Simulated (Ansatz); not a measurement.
Relaxation of Cl₃F₃H₂Mo (9 atoms, charge 0, multiplicity 1), to a largest force component of 0.03 eV/Å in at most 50 steps.

These are results of RKS LDA/def2-SVP (Ansatz), not measurements.

```xyz
9
Properties=species:S:1:pos:R:3
Mo -0.045 0.157 -0.368
F 0.140 0.496 2.560
Cl 2.200 0.015 -0.084
F 0.048 1.953 -0.121
Cl -2.421 0.241 -0.879
F -0.204 -1.531 0.282
Cl -0.053 -0.069 -2.583
H -1.283 0.378 0.702
H -0.792 0.477 2.494
```

Q: Where does it end, and by what steps?

A: The run converged. After 8 steps the energy has fallen by 0.312 eV; F2 moved furthest, 0.52 Å. Joined: Mo1–F2 (2.95 → 2.33 Å).

| step | energy less start (eV) | largest force component (eV/Å) | accepted |
| --- | --- | --- | --- |
| 0 | 0.0000 | 0.479 | yes |
| 1 | -0.1133 | 1.017 | yes |
| 2 | -0.2169 | 1.337 | yes |
| 3 | -0.2907 | 0.853 | yes |
| 4 | -0.3092 | 0.282 | yes |
| 5 | -0.3108 | 0.057 | yes |
| 6 | -0.3112 | 0.038 | yes |
| 7 | -0.3113 | 0.035 | yes |
| 8 | -0.3116 | 0.007 | yes |

```xyz
9
Properties=species:S:1:pos:R:3
Mo -0.079 0.174 -0.224
F 0.267 0.400 2.068
Cl 2.182 0.045 0.040
F -0.039 1.983 -0.032
Cl -2.439 0.262 -0.906
F -0.284 -1.540 0.353
Cl 0.071 -0.078 -2.438
H -1.501 0.370 0.678
H -0.588 0.502 2.465
```

Whether the end is a true minimum wasn't checked by a vibrational analysis.

Time of the run: 14 s on 4 threads of Intel(R) Xeon(R) Platinum 8488C (Sapphire Rapids) (shared host), peak memory 0.23 GiB.
